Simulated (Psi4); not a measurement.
C$_{2}$H$_{8}$AsGa (SMILES [CH3][Ga]([CH3])[AsH2]), singlet, at a GFN2-xTB geometry (such geometries of metal compounds can be far from the true shape), with bond 7-6 at 1.6 times its length. Base run: B3LYP/6-31G run with Psi4 1.11.

Geometry (Å):
```xyz
12

Ga     0.4113    -0.5674     0.3529
C      2.1836    -1.2481    -0.4445
H      2.0851    -2.2795    -0.8000
H      2.9881    -1.2415     0.2978
H      2.5059    -0.6336    -1.2926
C     -0.3183    -1.5257     2.0229
H     -0.7662    -3.1796     1.6532
H     -1.2073    -1.0223     2.4196
H      0.4276    -1.5677     2.8228
As    -0.8336     1.2879    -0.6998
H     -2.0695     0.4330    -0.5346
H     -0.5650     0.6006    -2.0193
```
Charge 0, spin multiplicity 1.
All else is at Psi4's defaults (density fitting, Cartesian functions).
Base energy -4240.83945 Eh.

The base run was repeated with changes; each row names its change, and settings that it needs were set with it.

```tsv
change	ΔE vs base (mEh)	SCF cycles	grid points	basis functions
base	0.000	11	259755	92
df_basis_scf = cc-pvqz-jkfit	-214.3	11	259755	92
dft_radial_scheme = mura	-0.031	11	262437	92
dft_spherical_points = 434	0.009	11	372769	92
dft_spherical_points = 590	0.007	11	506148	92
scf_type = pk	-214.3	11	259755	92
guess = huckel	0.000	12	259755	92
ints_tolerance = 1e-8	0.000	11	259755	92
level_shift = 1.0	0.000	10	259755	92
guess = modhuckel	0.000	12	259755	92
dft_spherical_points = 194	0.016	11	166959	92
scf_type = disk_df	0.000	11	259755	92
dft_spherical_points = 110	0.042	11	94766	92
```
